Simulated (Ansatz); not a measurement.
Consider the substitution at a C–O bond: `N=C([SiH3])O[SiH3]` + HCl → `N=C([SiH3])Cl` + silanol.

Computed with Ansatz on PBE0-D4/def2-TZVP structures; ΔE is electronic, products minus reactants. CCSD(T)/CBS adds triple-zeta CCSD(T) − MP2 to the extrapolated MP2 energy (def2 sets, frozen cores). This one scheme is used for every species. Functionals use def2-TZVPP. B3LYP here is the variant with VWN-RPA as its local correlation; programs differ in this. Each species was taken in one conformer, which may not be the lowest.

Is it downhill or uphill in electronic energy at CCSD(T)/CBS, and by how much? (Best estimate.)

The calculation gave: Uphill: ΔE = +3.8 kcal/mol.

What do these levels give: PBE0-D4, B3LYP-D4, ωB97X-V, B2PLYP, PBE, r2SCAN, PBE0, B3LYP, HF/def2-TZVPP, MP2/def2-QZVPP, MP2/CBS(def2), CCSD/CBS(def2)? (An estimate is asked.)

Ansatz gave: PBE0-D4 4.6, B3LYP-D4 4.2, ωB97X-V 5.5, B2PLYP 3.4, PBE 2.6, r2SCAN 3.4, PBE0 3.8, B3LYP 2.9, HF/def2-TZVPP 5.3, MP2/def2-QZVPP 3.3, MP2/CBS(def2) 2.9, CCSD/CBS(def2) 4.1 kcal/mol.

Largest T1 diagnostic among the species: 0.014.

The D4 term adds +1.3 kcal/mol with B3LYP and +0.8 kcal/mol with PBE0; it sums over pairs of atoms, weighted by their polarisabilities, and B3LYP, whose exchange is more repulsive, gets the larger term. From PBE to PBE0 (25 % exact exchange), in def2-TZVPP and without D4, ΔE moves by +1.2 kcal/mol.
